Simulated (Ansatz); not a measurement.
A cut through the energy surface

GeF$_{2}$ (SMILES [F][Ge][F]), closed shell, at its PBE0-D4/def2-TZVP minimum:

```xyz
3
angstrom
F -0.6759 -1.1018 -0.4975
Ge 0.6375 -0.2952 0.3202
F 0.0276 1.3321 0.1641
```

The bond length F1–Ge2 (1.745 Å at the minimum) is set to the values below, with the rest relaxed at PBE0-D4/def2-TZVP at each step. Each method's energies count from its own value at the PBE0-D4 minimum structure. Ansatz 0.2.0; basis: def2-TZVPP; cores frozen in the correlated methods. Filled d shells of the heavier atoms are correlated. The def2 sets are not built for correlating such inner shells, so the correlated values are less sure here.

CCSD(T) energies along the scan:
```csv
bond length (Å),CCSD(T) (kcal/mol)
1.535,19.13
1.596,8.29
1.685,0.99
1.789,0.69
1.904,6.28
2.028,15.88
2.160,27.81
2.298,40.63
2.443,53.59
```
They count from the CCSD(T) energy at the PBE0-D4 minimum.

Minimum and curvature along this coordinate at CCSD(T): A fifth-order fit through the nearest points gives 1.739 Å, with a curvature of about 27 eV/Å².

Largest difference from the CCSD(T) curve over the scan: PBE-D4 10.84; PBE0-D4 3.16; MP2 0.29 kcal/mol. Each curve counts from its own value at the minimum.

The T1 diagnostic stays at or below 0.022.

For scale, one of the runs: CCSD(T)/def2-TZVPP, 110 basis functions (an equivalent command: `ansatz run in.yaml --threads 2`). Hardware: 2 CPU threads, shared host. Wall time about 8 s.
